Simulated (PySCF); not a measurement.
Isomers of CH13NSi4. Method used: PySCF, TDDFT CAM-B3LYP/def2-SVPD, vertical, gas phase, core orbitals frozen in the response. Geometries: GFN2-xTB; one conformer of each isolated species. Triplets are in the Tamm–Dancoff approximation. 'Strongest' means the level of largest summed f among the lowest 8 singlets; it needn't be the same kind of state in each.

Question: Rank by computed energy of the strongest computed level, lowest first.
A. `C[SiH2]N([SiH3])[SiH2][SiH3]`
B. `CN[Si]([SiH3])([SiH3])[SiH3]`
C. `C[SiH2][SiH2]N([SiH3])[SiH3]`
D. `[SiH3]C[SiH2][SiH2]N[SiH3]`

Answer: B (6.41 eV), C (6.66 eV), A (7.14 eV), D (7.48 eV).

| SMILES | strongest (eV) | T1 (eV) | gap (eV) | LUMO (eV) | f (S1) | S1 mainly |
| --- | --- | --- | --- | --- | --- | --- |
| CN[Si]([SiH3])([SiH3])[SiH3] | 6.41 | 4.51 | 8.14 | 0.26 | 0.007 | H→L (94%) |
| C[SiH2][SiH2]N([SiH3])[SiH3] | 6.66 | 5.17 | 8.75 | 0.30 | 0.008 | H→L (94%) |
| C[SiH2]N([SiH3])[SiH2][SiH3] | 7.14 | 5.38 | 9.02 | 0.58 | 0.005 | H→L (95%) |
| [SiH3]C[SiH2][SiH2]N[SiH3] | 7.48 | 5.24 | 8.92 | 0.35 | 0.003 | H→L (96%) |

H and L stand for HOMO and LUMO.

- `CN[Si]([SiH3])([SiH3])[SiH3]`: Löwdin shares by element: HOMO nitrogen 44%, silicon 25% or more, carbon 8% (atoms not listed hold the other 23%); LUMO silicon 63% (atoms not listed hold the other 37%).
- `C[SiH2][SiH2]N([SiH3])[SiH3]`: Löwdin shares by element: HOMO nitrogen 42%, silicon 30% or more (atoms not listed hold the other 28%); LUMO silicon 55% (atoms not listed hold the other 45%).
- `C[SiH2]N([SiH3])[SiH2][SiH3]`: Löwdin shares by element: HOMO nitrogen 44%, silicon 26% or more (atoms not listed hold the other 30%); LUMO silicon 56% (atoms not listed hold the other 44%).
- `[SiH3]C[SiH2][SiH2]N[SiH3]`: Löwdin shares by element: HOMO nitrogen 48%, silicon 21% or more, hydrogen 8% or more (atoms not listed hold the other 23%); LUMO silicon 50% or more, nitrogen 8% (atoms not listed hold the other 42%).

Without π bonds the low states are Rydberg-like; a valence basis with one diffuse set may place them up to an eV too high.
